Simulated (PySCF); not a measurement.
NMR data simulated for an unnamed compound:

1H NMR (400 MHz, computed): δ 6.77 (q, 1H), 4.60 (t, 2H), 4.18 (d, 3H), 3.94 (t, 3H), 0.04 (m, 2H).

13C{1H} NMR (computed): δ 167.4 (C), 144.4 (CH), -13.3 (CH2).

PySCF 2.14 calculation with PBE0/pcSseg-1 with gauge-including orbitals and coordinates at the GFN2-xTB level; fast rotation and ring inversion assumed for equivalent nuclei, relativity neglected, no solvent model, single conformer.

Scale: 1H (σref 31.72), 13C (σref 186.93) vs TMS (reference shieldings calculated alike).

**Question.** Which of these does the molecule contain: an amide, a carboxylic acid, a non-aromatic C=C double bond, a heteroaromatic ring, a Si–H bond?

**Answer.** 
- An amide: no.
- A carboxylic acid: no.
- A non-aromatic C=C double bond: yes.
- A heteroaromatic ring: no.
- A Si–H bond: yes (δH 4.18 (d)).

The data belong to `[SiH3]/C=C(\Cl)[SiH2]C[SiH3]`, C₃H₁₁ClSi₃; they needn't prove each group on their own.

Carbon signals by region: 1 in the far downfield region (above 160 ppm), 1 in the sp2 and nitrile region (100–160 ppm), 1 below 50 ppm. Above 160 ppm: 167.4, fully substituted alkene carbon.

Carbons that carry Cl, above all several Cl atoms, come out too deshielded, partly because spin–orbit coupling is missing. Shifts are as computed. Against solution values, carbons near 30 ppm lie about +3 ppm off and those near 130 ppm about +5 ppm; carbons on Cl a further +6 ppm. Of 1211 compounds with measured shifts, 218 miss one by over three times the rms of a fit or turn the order of signals round; such compounds aren't used in these exercises. Multiplicities follow the n + 1 count of equivalent neighbours, as no J values were calculated; m marks all less simple cases, F and P coupling included.
